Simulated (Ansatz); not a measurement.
Nb2N10H20⁻, that is Nb2(NH2)10 with one electron more. Charge -1, multiplicity 2. Geometry r2SCAN-D4/def2-SVP, that of the neutral singlet; atoms count from 1.

```tsv
atom	x (Å)	y (Å)	z (Å)
Nb1	0.277	0.883	-1.531
N2	-0.490	2.430	-0.473
N3	0.404	-0.991	-2.287
N4	-0.484	1.594	-3.244
N5	2.124	1.567	-1.916
N6	1.339	0.150	0.377
Nb7	-0.274	-0.885	1.535
N8	0.487	-1.596	3.248
N9	-2.122	-1.567	1.920
N10	0.489	-2.429	0.472
N11	-0.403	0.991	2.286
N12	-1.336	-0.152	-0.373
H13	-1.249	2.454	0.204
H14	0.004	3.322	-0.448
H15	-0.134	-1.827	-2.072
H16	1.201	-1.251	-2.868
H17	-0.503	1.093	-4.131
H18	-0.880	2.524	-3.370
H19	2.371	2.079	-2.761
H20	2.949	1.468	-1.327
H21	2.112	-0.491	0.181
H22	1.745	0.914	0.923
H23	0.507	-1.095	4.135
H24	0.883	-2.526	3.374
H25	-2.947	-1.465	1.331
H26	-2.372	-2.078	2.765
H27	1.240	-2.449	-0.214
H28	-0.010	-3.319	0.441
H29	0.126	1.829	2.058
H30	-1.203	1.251	2.864
H31	-2.109	0.489	-0.179
H32	-1.741	-0.916	-0.920
```

In the def2 sets Nb takes a core potential; there is no spin–orbit coupling. The highest occupied level of the charge -1 doublet lies above zero (up to 2.10 eV). By energy differences it is unbound by 0.74 eV (vertical, to the charge 0 singlet, at PBE0-D4/def2-SVP) and held by the finite basis.

(1) Estimate the Mulliken populations of the heavy atoms from the PBE0/def2-SVP orbitals of Ansatz.

(2) Where does the spin sit?

(3) And the Mayer bond orders between bonded heavy atoms (over 0.3)?

Answers

(1) 
```csv
atom,charge (e),spin (α − β),d electrons
Nb1,0.64,0.50,3.02
N2,-0.44,0.00,–
N3,-0.44,0.00,–
N4,-0.42,-0.03,–
N5,-0.44,0.01,–
N6,-0.49,-0.02,–
Nb7,0.64,0.48,3.01
N8,-0.42,-0.03,–
N9,-0.44,0.01,–
N10,-0.44,0.00,–
N11,-0.44,0.00,–
N12,-0.49,-0.02,–
```
Mulliken values and Mayer orders depend strongly on the basis.

(2) Summed by element: Nb 0.98, N -0.08, H 0.11, of 1 unpaired in all. Largest on single atoms: Nb1 0.50, Nb7 0.48, N4 -0.03.

(3) Nb1–N2 1.11 (2.02 Å); Nb1–N3 1.11 (2.02 Å); Nb1–N4 1.22 (2.01 Å); Nb1–N5 1.14 (2.01 Å); Nb1–N6 0.49 (2.30 Å); Nb1–N12 0.61 (2.24 Å); N6–Nb7 0.62 (2.24 Å); Nb7–N8 1.22 (2.00 Å); Nb7–N9 1.14 (2.01 Å); Nb7–N10 1.11 (2.02 Å); Nb7–N11 1.11 (2.02 Å); Nb7–N12 0.50 (2.30 Å).
